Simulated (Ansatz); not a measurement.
Basis-set series for BFGeH$_{4}$O, SMILES `FB[O][GeH3]`. Charge 0, multiplicity 1. The geometry is a stationary point of PBE0-D4/def2-TZVP. It is one conformer, not always the lowest.

```tsv
functional	basis	functions	energy (Eh)	HOMO (eV)	LUMO (eV)
PBE0-D4	def2-TZVPP	197	-2279.05610	-9.27	-0.03
PBE0-D4	def2-QZVPP	380	-2279.11282	-9.28	-0.26
ωB97M-V	def2-TZVPP	197	-2279.34958	-11.64	1.74
ωB97M-V	def2-QZVPP	380	-2279.40448	-11.65	1.25
```

Give the rows for def2-SVP. (Best estimate.)

The calculation gave: 
```
functional     basis  functions  energy (Eh)  HOMO (eV)  LUMO (eV)
   PBE0-D4  def2-SVP         94  -2278.55113      -9.18       0.19
   ωB97M-V  def2-SVP         94  -2278.83958     -11.51       2.11
```

Positive LUMOs are unbound and depend on the basis. Scalar relativity is left out up to krypton.

Program: Ansatz 0.2.0.
